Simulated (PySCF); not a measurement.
Relaxation of doublet WCl₃

Level of theory: UPBE0 in PySCF with W def2-TZVP with ECP60, Cl def2-TZVP; scalar-relativistic core potentials, no spin–orbit coupling; density-fitted integrals. A (50,194) grid was used.

A start at or just off a symmetric point, pushed along the force that breaks its symmetry, of C2v symmetry, free to break it:

Coordinates in bohr (charge 0 multiplicity 2):
```
W     0.0537    0.0000    0.0000
Cl    4.0740    0.0000    0.0000
Cl   -2.1781    3.6251    0.0000
Cl   -2.1781   -3.6251    0.0000
```

Problem. What does it relax to?

Solution. It ends at C2v with W–Cl 2.200 Å, W–Cl 2.218 Å (×2); Cl–W–Cl 108.4°, Cl–W–Cl 125.8° (×2) (after a last refinement on a finer grid). A frequency run shows a minimum.

Problem. How much energy is released, and in how many steps?

Solution. 9.1 kJ/mol in 7 steps.

With open d or f shells other occupations or spin states may lie lower. At this level a quartet minimum of D3h symmetry lies 88 kJ/mol below this structure. With an element this heavy the missing spin–orbit coupling can shift these numbers.

The relaxation took 48 s on 4 threads of a shared AMD EPYC 7R43 64-Core (Zen 3) host, with 151 basis functions and 9 gradients; the process peaked at 0.97 GiB.
